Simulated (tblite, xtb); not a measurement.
C₂H₈N (SMILES C[NH2+]C), charge +1, singlet, geometry from GFN2-xTB. Base run: xtb with GFN1-xTB.

Here is a job for xtb.
```
$ xtb mol.xyz --gfn 1 --chrg 1 --json

# file mol.xyz
11

C      1.13626145     0.51800927    -0.17136574
N      0.11223500    -0.53475827    -0.00839106
C     -1.24753940     0.01218899     0.17968525
H      2.12079925     0.07512594    -0.30685866
H      0.90342083     1.13036038    -1.04048709
H      1.15583745     1.15586555     0.71028992
H      0.35547925    -1.11851683     0.80222890
H      0.11904322    -1.14240726    -0.83770577
H     -1.97014570    -0.79293439     0.29559530
H     -1.27499751     0.64006506     1.06826740
H     -1.52741413     0.61455989    -0.68250961
```

Programs used: tblite, xtb; a row that names a program was run with it.

Variants of this job, named by their change:

| change | ΔE vs base (mEh) | HOMO-LUMO gap (eV) | SCF cycles |
|---|---|---|---|
| base | 0.000 | 9.67 | 8 |
| alpb = toluene | -60.826 | 9.86 | 8 |
| program = tblite; method = gfn1; option = (--etemp, 2000) | 0.000 | - | - |
| program = tblite; method = gfn1; option = (--alpb, water) | -93.586 | - | - |
| program = tblite; method = gfn1; option = (--guess, eeq) | 0.000 | - | - |
| acc = 0.1 | 0.000 | 9.67 | 9 |
| etemp = 3000 | 0.000 | 9.67 | 8 |

ALPB and GBSA are two models with their own fitted parameters for each solvent, which aren't always the measured dielectric constant.
